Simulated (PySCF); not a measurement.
**Xe²²⁺: ionisation energy**

Xe²²⁺ [Ar] 3d10 4s2 4p2 [4p1/2^2, M_J = 0] → Xe²³⁺ [Ar] 3d10 4s2 4p1 [4p1/2^1, M_J = 1/2], as a difference of total energies. All numbers are calculated (PySCF 2.14, the two-component X2C-1e Hamiltonian, in an even-tempered Gaussian basis (17 s from 1.5 bohr⁻², ratio 2.8; 13 p from 2 bohr⁻², ratio 2.8; 8 d from 3.5 bohr⁻², ratio 2.8; 4 f from 10 bohr⁻², ratio 3)). Correlated levels: [Ne] frozen; the 74 highest virtual spinors dropped. "Screened" scales the spin-orbit matrix elements by Boettger's factors to mimic the two-electron term; Breit and QED terms are absent.

Problem. Order these methods by the ionisation energy they give, lowest first.
A. GHF (spin-free)
B. GMP2 (spin-free)
C. GMP2 (screened spin-orbit)
D. GHF (screened spin-orbit)

Solution. A (688.73 eV), B (689.84 eV), D (696.80 eV), C (698.43 eV).

Breit and QED terms and the two-electron picture change are absent.

The spin-free rows relax to the high-spin LS determinant and lack the spin-orbit shift.

The labels give the starting determinants; with spin-orbit coupling the two ends relaxed to ⟨J²⟩ = 0.00, ⟨L²⟩ = 1.35, ⟨S²⟩ = 1.35 and ⟨J²⟩ = 0.75, ⟨L²⟩ = 2.02, ⟨S²⟩ = 0.77.

For comparison: 700 ± 4 eV (theoretical estimate listed by NIST; NIST Atomic Spectra Database, ionization energies).
